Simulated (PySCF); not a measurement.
The same groups moved round the core (norbornane formyl+boryl). All species are isolated molecules in the gas phase. One relaxed conformer stands for each flexible species; it need not be the lowest. Strings in code marks are SMILES.

Level of theory: PBE0-D4/def2-TZVP // PBE0-D4/def2-SVP (PySCF 2.14.0). All candidates: neutral, multiplicity 1. Delta-SCF ions had no search for a lower state. Excitations are Tamm–Dancoff values on a coarser integration grid. The basis has no diffuse functions, so Rydberg states are missing or too high.

```yaml
vertical ionisation energy (Delta-SCF): 9.41 eV
T1 excitation (TDA): 3.60 eV
S1 excitation (TDA): 4.26 eV
```

Problem. Identify which member has these values.
A) `B[C@]12CC[C@H](CC1)[C@@H]2C=O`
B) `B[C@]1(C=O)[C@H]2CC[C@@H]1CC2`
C) `B[C@@]1(C=O)C[C@@H]2CC[C@H]1C2`
D) `B[C@@H]1C[C@H]2CC[C@@H]1[C@H]2C=O`

Solution. A, `B[C@]12CC[C@H](CC1)[C@@H]2C=O`. The others give `B[C@@H]1C[C@H]2CC[C@@H]1[C@H]2C=O`: 9.59 eV, 3.75 eV, 4.38 eV; `B[C@@]1(C=O)C[C@@H]2CC[C@H]1C2`: 9.23 eV, 3.79 eV, 4.35 eV; `B[C@]1(C=O)[C@H]2CC[C@@H]1CC2`: 9.25 eV, 3.51 eV, 4.01 eV
